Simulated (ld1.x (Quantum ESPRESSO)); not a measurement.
**technetium: TM pseudisation with PBE, scalar-relativistic reference atom.**

| Item | Value |
| --- | --- |
| Element | technetium (Tc) |
| Generator | ld1.x (Quantum ESPRESSO) 7.5 |
| Type | norm-conserving Troullier–Martins (Kleinman–Bylander form) |
| Functional | PBE |
| Relativity | scalar-relativistic |
| Frozen core | [Ar] 3d10 4s2 |
| Valence charge | 13 |
| Reference configuration | 4p6 4d5 5s0 5p0 (charge +2) |
| Partial waves | 5s (bound, empty): rc 2.05 bohr; 4d (bound): rc 1.45 bohr; 4p (bound): rc 1.90 bohr |
| Local potential | the p channel |
| Core correction | a·sin(br)/r model core, default radius (core density twice the valence density) |

Problem. Estimate the cutoffs (Ry, on a coarse ladder) from which the occupation-weighted sum of valence levels, in a spherical-Bessel basis at the reference potential, stays within 10 and 1 mRy of its value at 400 Ry.

Solution. 50 Ry and 60 Ry.

Problem. Does the potential have ghost states?

Solution. Ghost state, extra bound levels that the all-electron valence spectrum of the same l lacks: s at -52.4 eV. A true bound ghost makes a file unfit for plane-wave use.

Problem. Which valence shell sets the plane-wave cutoff?

Solution. 4d: its level needs 50 Ry to come within 1 mRy, against 30 Ry for 4p.

Problem. Tests: 4p6 4d5 5s2 5p0; 4p6 4d5 5s1 5p0; 4p6 4d4 5s0 5p0; 4p6 4d5 5s1.5 5p0; 4p6 4d6 5s1 5p0; 4p6 4d5 5s0 5p2; 4p6 4d5 5s0 5p1. Which has the largest error in its energy relative to the reference configuration, and how large is it?

Solution. 4p6 4d5 5s0 5p2, with +281 meV (all-electron minus pseudo) on -15.29 eV.
